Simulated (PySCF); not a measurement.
bromotrifluoromethane (CBrF3), SMILES FC(F)(F)Br.

Coordinates come from a B3LYP-D3(BJ)/def2-SVP optimisation.

Method: PySCF with PBE/def2-TZVP.

Symmetry labels are those of the subgroup Cs that the program uses (full group C3v).

**Question.** List the valence orbital energies around the gap with their symmetry. (Estimate from the structure and the level; the computed values follow.)

**Answer.** 
```tsv
orbital	symmetry	energy (eV)
HOMO−7	A'	-11.97
HOMO−6	A"	-11.97
HOMO−5	A"	-11.08
HOMO−4	A'	-11.08
HOMO−3	A"	-10.35
HOMO−2	A'	-9.76
HOMO−1	A'	-7.74
HOMO	A"	-7.74
LUMO	A'	-2.04
LUMO+1	A"	1.92
LUMO+2	A'	1.92
LUMO+3	A'	1.97
```
